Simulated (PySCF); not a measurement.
C7H7NO.
Geometry (GFN2-xTB, Å), atoms numbered from 1 in this order:
```
atom  x, y, z in Å
C1    -2.5147   -0.6624   -0.7178
C2    -1.6712    0.2375   -0.2306
C3    -0.2620   -0.0170    0.0618
C4     0.1794   -1.2684    0.4947
N5     1.4286   -1.5612    0.7909
C6     2.3332   -0.5999    0.6826
C7     2.0311    0.6853    0.2769
C8     0.7120    0.9893   -0.0507
O9     0.4383    2.2395   -0.4869
H10   -2.1986   -1.6610   -0.9655
H11   -3.5495   -0.4270   -0.8973
H12   -2.0367    1.2363   -0.0102
H13   -0.5321   -2.0734    0.6218
H14    3.3467   -0.8795    0.9363
H15    2.7853    1.4506    0.1948
H16   -0.4973    2.3204   -0.7121
```

NICS is the negative of the GIAO shielding at a point without a nucleus: at the ring centre (0) and 1 Å above and below it (1); zz is the component along the ring normal. Level: GIAO PBE0/pcSseg-1 (PySCF, non-relativistic, gas phase) on the GFN2-xTB geometry, one conformer.

Ring bond lengths (Å), with Mayer bond orders in brackets: C3–C4 1.396 (1.37), C4–N5 1.317 (1.52), N5–C6 1.324 (1.45), C6–C7 1.381 (1.43), C7–C8 1.393 (1.39), C8–C3 1.405 (1.27).

Give the NICS values of each ring in ppm.

```
             ring                                               type  NICS(0)  NICS(1), two faces  NICS(1)zz, two faces  rms pucker (Å)  centre to ring atoms, mean (Å)
C3–C4–N5–C6–C7–C8  6-membered ring with N; formal bonds all aromatic     -7.8       -10.3 / -10.3         -24.8 / -24.6            0.00                            1.37
```

What do they say, and how far can they be read as aromaticity?

- C3–C4–N5–C6–C7–C8: mean NICS(1)zz -24.7 ppm, shielded, aromatic by this magnetic criterion (flat ring, no four-coordinate atom).

How equal are the bonds by HOMA? HOMA takes Krygowski's 1993 parameters.

- C3–C4–N5–C6–C7–C8: HOMA 0.98; the largest term is that of C8–C3, α(R − Ropt)² = 0.07. The geometric and the magnetic index point the same way.

What field does 1 T along the ring normal induce along that normal at the second NICS(1) probe listed for ring C3–C4–N5–C6–C7–C8, 1 Å off the ring?

NICSzz × B0 = -24.6 ppm × 1 T = -25 μT, against the applied field.

How shielded are the nuclei of the rings and their hydrogens (means over atoms taken as equivalent)?

```tsv
atoms	environment	σ isotropic (ppm)	principal values of the symmetric part, first atom (ppm)
C3	substituted aromatic carbon	63.1	-11.3, 36.5, 164.1
C4	aromatic CH next to a ring nitrogen	33.2	-64.7, 27.8, 136.4
N5	pyridine-type nitrogen	-69.9	-364.0, -151.6, 305.9
C6	aromatic CH next to a ring nitrogen	29.7	-78.3, 26.2, 141.2
C7	aromatic CH carbon	72.0	-19.3, 66.9, 168.4
C8	aromatic carbon bearing oxygen	20.3	-66.5, 3.9, 123.5
H13	aromatic hydrogen	22.83	18.4, 22.3, 27.8
H14	aromatic hydrogen	22.95	19.1, 22.9, 26.8
H15	aromatic hydrogen	24.72	21.8, 23.9, 28.5
```
